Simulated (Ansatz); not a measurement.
`[SiH3]O[SiH2]Br` + H₂Se → `[SeH][SiH2]Br` + silanol at 700 K and 1 bar (ligand exchange at the Si–O bond).

Isolated molecules relaxed with PBE0-D4/def2-TZVP in Ansatz; ΔE leaves out vibrations. CCSD(T)/CBS adds triple-zeta CCSD(T) − MP2 to the extrapolated MP2 energy (def2 sets, frozen cores). For Br, Se outer-core shells are correlated without core-valence functions, which leaves a few kJ/mol of doubt a bond. Scalar relativity is left out up to krypton. One conformer a species, not always the lowest.

| species | CCSD(T)/CBS energy (Eh) | H − E (kJ/mol) | S (J/(mol·K)) |
| --- | --- | --- | --- |
| `[SiH3]O[SiH2]Br` | -3229.78766 | 201.3 | 485.4 |
| H₂Se | -2401.89790 | 61.1 | 251.1 |
| `[SeH][SiH2]Br` | -5264.97418 | 124.2 | 409.1 |
| `O[SiH3]` | -366.69042 | 144.6 | 321.6 |

H − E and S are ideal-gas, rigid-rotor, harmonic terms from PBE0-D4/def2-TZVP, for one conformer and one mirror image of each species. 1 Eh = 2625.50 kJ/mol, R = 8.31446 J/(mol·K).

By hand: ΔE, ΔH, ΔS and ΔG.

ΔE = (-5264.97418) + (-366.69042) − (-3229.78766) − (-2401.89790) = 0.02096 Eh = 55.0 kJ/mol. Δ(H − E) = 124.2 + 144.6 − 201.3 − 61.1 = 6.4, so ΔH = 61.4 kJ/mol. ΔS = 409.1 + 321.6 − 485.4 − 251.1 = -5.8 J/(mol·K). ΔG = 61.4 − 700 × (-5.8)/1000 = 65.5 kJ/mol.

By hand: the equilibrium constant, and the temperature at which ΔG would vanish if ΔH and ΔS stayed fixed.

log₁₀ K = −ΔG/(RT ln 10) = -4.9. ΔH and −TΔS have one sign here, so there is no such temperature.

The number of gas molecules stays the same, so ΔS is small and ΔH decides. A doubt of 5 kJ/mol in ΔE shifts log₁₀ K by 0.4 here. Other conformers and mirror images would add mixing entropy, several J/(mol·K) or more a flexible species. Modes under 60 cm⁻¹, often nearly free rotors, make the harmonic entropy too high. These are equilibria of isolated gas molecules and say nothing of rates. Largest T1 diagnostic: 0.011 (customary marks: 0.02 for closed shells, 0.045 for open ones).

ΔS is within the doubt of such terms, so its sign, and with it that verdict, could turn.
